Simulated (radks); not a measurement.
The numbers below are computed, except where a source is named.
Question: Valence configurations of Ne II (all share [He]). Level of theory: non-relativistic Kohn-Sham, SCAN, spin-polarised, spherical densities, point nucleus; open shells are filled with parallel spins first; meta-GGA in the generalised Kohn-Sham scheme (a radial shooting solver on a logarithmic mesh with Libxc functionals). Order these by energy: 2s2 2p5; 2s1 2p6; 2s1.5 2p5.5.

Answer: From the lowest, in eV above it: 2s2 2p5 0.000; 2s1.5 2p5.5 12.398; 2s1 2p6 24.647. NIST lists [He] 2s2 2p5 as the ground configuration; this level of theory agrees among the configurations tried. The energies are those of spherical high-spin densities, not of single terms.
